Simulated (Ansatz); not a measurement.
## A barrier at the coupled-cluster level

Start structure (CH₆SSn, closed shell), relaxed at PBE0-D4/def2-TZVP:

Sn1  (-0.078, -0.724, 0.529)
C2  (-0.169, 1.369, 0.118)
S3  (1.287, -1.803, -1.142)
H4  (0.428, -1.543, -2.142)
H5  (0.718, -1.059, 2.000)
H6  (-1.637, -1.428, 0.502)
H7  (0.840, 1.779, 0.107)
H8  (-0.758, 1.877, 0.883)
H9  (-0.631, 1.532, -0.855)
(Å)

The step: CH₆SSn ([CH3][SnH2][SH]) → SnH₂S ([S][SnH2]) + CH₄; bonds formed: C2–H4; bonds broken: Sn1–C2, S3–H4. Ansatz 0.2.0; basis: def2-TZVPP and def2-QZVPP; cores frozen in the correlated methods. Filled d shells of the heavier atoms are correlated. Core potentials replace the inner electrons of the atoms past krypton. The def2 sets are not built for correlating such inner shells, so the correlated values are less sure here. Extrapolation: Hartree–Fock as exp(−7.88 √X), correlation as X^−2.97. Energies below are by CCSD(T) at an estimated basis limit (MP2 extrapolated from triple and quadruple zeta, plus CCSD(T) − MP2 in triple zeta).

(1) What are the electronic barrier and the energy of the step, from the start structure to the end structure? (To be estimated.)

The T1 diagnostic stays at or below 0.019.

## Answers

(1) Computed: Barrier 238.9 kJ/mol; step energy 83.4 kJ/mol (uphill); reverse barrier, their difference, 155.5 kJ/mol. Barrier and step energy count from the start structure, the reverse barrier from the end structure.

The saddle point: One imaginary mode of 1507i cm⁻¹.
```csv
pair,start (Å),saddle (Å),end (Å)
C2–H4,3.73,1.39,1.09
Sn1–C2,2.14,2.37,3.42
S3–H4,1.34,1.80,3.68
```

Zero-point energy (harmonic, PBE0-D4): ZPE is 154.0 kJ/mol at the start and 145.4 kJ/mol at the saddle, so the barrier goes from 238.9 to 230.2 kJ/mol.

First-order rate constant out of the start structure at 298 K by transition-state theory, with harmonic vibrational free energies alone and no tunnelling: ΔA‡ = 233.3 kJ/mol, so k = (kB T/h) exp(−ΔA‡/kB T) ≈ 10^-28 s⁻¹ (an order of magnitude at best: rotation, the number of equivalent paths and anharmonicity are left out).

Labels in which every atom is bracketed show which atoms are joined, not bond orders.

For scale, one of the runs: CCSD(T)/def2-TZVPP, 207 basis functions, launched by `ansatz run in.yaml --threads 4 --pin off --events-out ev --progress --plain --max-ram 9574MiB`. Time: 99 s of wall clock on 4 CPU threads of an Intel Xeon; the host was shared. Peak host memory: 2.9 GiB.
